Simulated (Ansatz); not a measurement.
Cl$_{2}$GeI$_{2}$ (`[Cl][Ge]([Cl])([I])[I]`). Charge 0, multiplicity 1. I: def2 effective core potential.

(1) List the harmonic frequencies (cm⁻¹, unscaled) at PBE0-D4/def2-TZVP in Ansatz. (Estimate.)

(2) Is this a minimum?

(3) Give the ideal-gas thermochemistry at 298.15 K and 1 bar (rigid rotor, harmonic oscillator; point group C2v, symmetry number 2).

## Answers

(1) Ansatz gave: 67, 92, 117, 128, 138, 224, 289, 424, 443.

(2) Yes, all 9 modes are real.

(3) Zero-point energy 11.5 kJ/mol; H(298) − E = 34.8 kJ/mol; entropy 404.9 J/(mol·K), of which translation 183.5, rotation 129.8, vibration 91.6; G(298) − E = -85.9 kJ/mol. Modes under 100 cm⁻¹ are hindered rotations or soft bends, so the harmonic entropy is rough.
